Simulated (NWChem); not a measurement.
## Basis-set convergence for H4BClO

```xyz
7

B     -0.9383     0.1133     0.0000
H     -1.5343     0.2646     1.0391
H     -1.5343     0.2646    -1.0391
Cl     0.7587     0.8590     0.0000
O     -0.6257    -1.5323     0.0000
H     -0.0658    -1.7204     0.7739
H     -0.0658    -1.7204    -0.7739
```
Charge 0, spin multiplicity 1.

The numbers come from NWChem runs, not from measurements. The geometry was optimised at B3LYP/def2-SVP, a minimum by its harmonic frequencies.

Quantity: vertical ionisation energy at the level ΔMP2 (Δ: difference of total energies, the cation a doublet at the parent's geometry with its hole in an orbital of symmetry a" (Cs labels); it is the state that the SCF runs reached, from PBE0 orbitals for Hartree-Fock references, and need not be the lowest).

The correlated methods keep 7 core orbitals frozen. The Pople sets run with spherical d functions. The structure started from a generated list of species. No SCF solution was tested for a lower state. Open-shell Hartree-Fock references start from PBE0 orbitals; any time given for them includes that run.

Relative cost: rough, from shared machines, SCF included, 3-21G = 1.

```csv
basis,functions,vertical ionisation energy (eV),relative cost
3-21G,39,10.20,1
pcseg-1,66,___,under 3
6-311++G**,102,___,7
pcseg-2,150,___,20
cc-pVTZ,150,10.66,20
def2-TZVPP,160,10.67,20
```

Task: Fill in the missing entries.

Result: 
- pcseg-1, vertical ionisation energy (eV): 10.52
- 6-311++G**, vertical ionisation energy (eV): 10.43
- pcseg-2, vertical ionisation energy (eV): 10.62
